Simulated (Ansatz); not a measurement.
Q: Predict a relaxed structure of [FeH6]4- (FeH6⁴⁻), charge -4, singlet, at PBE-D4/def2-TZVPD (Ansatz).

A: 
```xyz
7

Fe    0.0500   -0.1907    0.0037
H    -0.4680    0.7703   -0.9555
H     1.4653   -0.4470    0.3663
H    -0.7148   -1.0177    0.9684
H     0.6783    1.0984    0.2388
H    -0.8994    0.6876    0.6664
H    -0.1114   -0.9009   -1.2882
```
The metal has 6 neighbours: H 1.45 Å, H 1.48 Å, H 1.48 Å, H 1.45 Å, H 1.45 Å, H 1.48 Å. This is one stationary point.

A multiply charged anion in the gas phase is held together partly by the finite basis. The restricted singlet is unstable: a solution with broken spin symmetry lies lower. The highest occupied level of the charge -4 singlet lies above zero (up to 11.97 eV). The electron is either unbound and held by the finite basis, or the level is raised by self-interaction error. The order of the spin states hangs on the level: the quintet lies 0.99 eV below the singlet at PBE0-D4/def2-TZVPD, but 0.29 eV above it at PBE-D4/def2-TZVPD. The singlet is doubtful at PBE0-D4/def2-TZVPD (restricted singlet, unstable towards broken spin symmetry). The singlet is doubtful at PBE-D4/def2-TZVPD (restricted singlet, unstable towards broken spin symmetry).
